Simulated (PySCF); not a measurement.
# A small calculation by hand: dipole moment from atomic charges

Al(I)(Me)(OH) (CH4AlIO), SMILES [Al]([I])([CH3])[OH]. Atoms are numbered in the order given.

```xyz
8

Al     0.1002    -1.3762     0.0000
I     -0.0466     1.1190     0.0000
C     -1.4934    -2.4789     0.0000
H     -2.1150    -2.2680     0.8860
H     -1.2348    -3.5493     0.0000
H     -2.1150    -2.2680    -0.8860
O      1.6383    -2.1013     0.0000
H      2.4856    -1.6461     0.0000
```

Coordinates come from a B3LYP-D3(BJ)/def2-SVP optimisation. The def2 effective core potentials stand for the cores of I; spin–orbit coupling is left out. Other conformers were not sampled.

Charges (e) from CAM-B3LYP/def2-TZVP run with PySCF:

```tsv
atom	ESP fit	Mulliken
Al1	0.769	0.588
I2	-0.284	-0.242
C3	-0.380	-0.559
H4	0.065	0.141
H5	0.109	0.147
H6	0.065	0.141
O7	-0.730	-0.534
H8	0.387	0.319
```

The dipole moment of the full density is 0.75 D.

Problem. What dipole moment does each set of point charges give, and which comes closer to that of the density?

Solution. 
μ = Σ q r, and 1 e Å = 4.8032 D.
ESP fit: Σ q r = (0.014, -0.219, 0.000) e Å, |μ| = 1.05 D.
Mulliken: Σ q r = (0.045, -0.259, 0.000) e Å, |μ| = 1.26 D.
ESP fit comes closer in size. Point charges leave out the atoms' own dipoles (lone pairs, polarised bonds); fits to the potential absorb them, partitions of the density don't.
